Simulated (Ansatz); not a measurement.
`CC(N)([SiH3])S` + H₂S → `CC(N)(S)S` + SiH₄  (substitution at a C–Si bond)

Calculated with Ansatz (gas phase, PBE0-D4/def2-TZVP geometries, no zero-point term in ΔE). CCSD(T)/CBS is the MP2 limit (def2-TZVPP, def2-QZVPP) plus CCSD(T) − MP2 in def2-TZVPP, frozen cores. This one scheme is used for every species. DFT in def2-TZVPP. One conformer a species, not always the lowest.

```json
{"level": "PBE", "ΔE (eV)": "0.41"}
{"level": "HF/def2-TZVPP", "ΔE (eV)": "0.36"}
```

(1) What does CCSD(T)/CBS give? (An estimate is asked.)

Largest T1 diagnostic among the species: 0.011.

Results:

(1) Ansatz gave: +0.40 eV. The listed levels differ from it by 0.01, -0.04 eV.
